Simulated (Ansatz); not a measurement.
`[CH3][Sn]([CH3])([F])[F]` → 2 C• + 2 F• + 6 H• + Sn•  (atomization)

Isolated molecules relaxed with PBE0-D4/def2-TZVP in Ansatz; ΔE leaves out vibrations. CCSD(T)/CBS is the MP2 limit (def2-TZVPP, def2-QZVPP) plus CCSD(T) − MP2 in def2-TZVPP, frozen cores. This one scheme is used for every species, atoms too. Functionals use def2-TZVPP. B3LYP here is the variant with VWN-RPA as its local correlation; programs differ in this. HSE06 is defined as in plane-wave codes. Open shells (•) are unrestricted, without spin–orbit coupling. Spin–orbit coupling would lower the free atoms: a little for C, F; strongly for Sn. def2 core potentials past Kr. For Sn outer-core shells are correlated without core-valence functions, so the limit isn't a true one: a few kJ/mol of doubt a bond, and 10 to 20 or more in all where bonds break to atoms.

| level | ΔE (kcal/mol) | difference from CCSD(T)/CBS |
| --- | --- | --- |
| BLYP-D4 | 946.5 | -11.4 |
| B97M-V | 954.8 | -3.1 |
| r2SCANh-D4 | 944.1 | -13.8 |
| HSE06-D4 | 945.7 | -12.2 |
| ωB97M-V | 949.7 | -8.2 |
| PBE-QIDH | 941.1 | -16.8 |
| BLYP | 936.4 | -21.5 |
| PBE0 | 941.4 | -16.5 |
| B3LYP | 938.4 | -19.5 |
| CAM-B3LYP | 949.2 | -8.7 |
| CCSD(T)/def2-SVP | 893.1 | -64.8 |
| HF/def2-TZVPP | 696.8 | -261.1 |
| CCSD/def2-TZVPP | 916.7 | -41.2 |
| CCSD(T)/def2-TZVPP | 930.5 | -27.4 |
| MP2/def2-QZVPP | 960.9 | 3.0 |
| CCSD/CBS(def2) | 944.1 | -13.8 |
| CCSD(T)/CBS | 957.9 | 0 |

Largest T1 diagnostic among the species: 0.013.

From r2SCAN to r2SCAN0 (25 % exact exchange), in def2-TZVPP and without D4, ΔE moves by −17.5 kcal/mol: exact exchange takes away binding that semilocal exchange gives to molecules. The D4 term adds +7.6 kcal/mol with B3LYP and +4.0 kcal/mol with PBE0; it sums over pairs of atoms, weighted by their polarisabilities, and B3LYP, whose exchange is more repulsive, gets the larger term.

For atomizations the MP2-based limit and the directly extrapolated one differ by several kJ/mol either way, and by 10 to 25 for some Ge, Se and Sn compounds, so smaller differences from it don't rank the levels.
